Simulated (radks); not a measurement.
Pr LIV, 6 electrons, occupied as [He] 2s2 2p2.

Method: non-relativistic Kohn-Sham, TPSS, spin-polarised, spherical densities, point nucleus; open shells are filled with parallel spins first (spin-orbit coupling, left out, can overturn this in heavy ions); meta-GGA in the generalised Kohn-Sham scheme; relativity is left out, which matters for an element this heavy; computed with a radial shooting solver on a logarithmic mesh with Libxc functionals.

Energy parts (Ry):
total: -10064.7492
kinetic: 10064.3695
electron-nucleus: -20501.1734
Hartree: 500.5569
exchange-correlation: -128.5023

Orbitals (lengths in bohr, moments of r in powers of bohr; <r^-3> diverges for s and p1/2; r(90%) holds 90 % of the orbital's charge):
orbital	occ.	eigenvalue (Ry)	<r^2>	r(90%)	<r^-3>	<r^4>
1s up	1	-3283.211	0.0008795	0.0456	-	1.947e-06
1s down	1	-3280.815	0.0008780	0.0455	-	1.940e-06
2s up	1	-767.7184	0.01295	0.161	-	0.0002761
2s down	1	-763.8736	0.01302	0.161	-	0.0002791
2p up	2	-754.4832	0.009492	0.142	7624	0.0001697
2p down	0	-749.4033	0.009562	0.143	7584	0.0001724

The highest occupied level is 2p up at -10265.3 eV. Virial ratio -V/T = 2.00004. Spin moment in Bohr magnetons: 2. The spin density at the nucleus is 10.37 e/bohr^3 (1s -60.78, 2s 71.15). The density falls to 0.001 e/bohr^3 at r = 0.38 bohr. Summed over all electrons, <r^2> = 0.04672 bohr^2, which gives a Langevin (diamagnetic) susceptibility term of -0.037 x 10^-6 cm^3/mol. The electron density at the nucleus is 1.439e+05 e/bohr^3. For comparison, the ionisation energy in NIST's Atomic Spectra Database is 10959 eV (theoretical). In exact Kohn-Sham theory the highest level is minus the ionisation energy, but local and semilocal functionals leave it too shallow, through self-interaction and a potential that decays too fast; potentials with the right tail come closer.
